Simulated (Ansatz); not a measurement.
One change: `BN([SiH2]C)C(C)(C)C` becomes `BN(CC)C(C)(C)C`.

Ansatz, PBE0-D4/def2-TZVP geometries, multiplicity 1. Each molecule was computed in one conformer, which needn't be the lowest.

```tsv
property	`BN([SiH2]C)C(C)(C)C`
LUMO energy (PBE0/def2-TZVPP) / eV	-0.08
size of the dipole moment (PBE/def2-TZVPP) / D	1.75
HOMO–LUMO gap (B3LYP/def2-TZVPP) / eV	7.15
size of the dipole moment (B3LYP/def2-TZVPP) / D	1.67
HOMO energy (B3LYP/def2-TZVPP) / eV	-7.45
HOMO–LUMO gap (PBE0/def2-TZVPP) / eV	7.59
```

**Question.** Give the same properties after the change, and the shifts. (An estimate is asked.)

**Answer.** The calculation gave: 
```
                                        property  `BN(CC)C(C)(C)C`  shift
              LUMO energy (PBE0/def2-TZVPP) / eV              0.19   0.27
  size of the dipole moment (PBE/def2-TZVPP) / D              2.15   0.40
           HOMO–LUMO gap (B3LYP/def2-TZVPP) / eV              6.97  -0.18
size of the dipole moment (B3LYP/def2-TZVPP) / D              2.03   0.36
             HOMO energy (B3LYP/def2-TZVPP) / eV             -7.01   0.44
            HOMO–LUMO gap (PBE0/def2-TZVPP) / eV              7.42  -0.17
```

With PBE0 the HOMO rises by 0.43 eV and the LUMO rises by 0.27 eV, so the gap narrows by about 0.16 eV. PBE moves the HOMO by 0.43 eV and ωB97M-V by 0.39 eV. Dipoles are sizes alone; their direction can turn.

Positive LUMOs are unbound, so they and the gaps depend on the basis.

B3LYP here is the variant with VWN-RPA as its local correlation; programs differ in this.
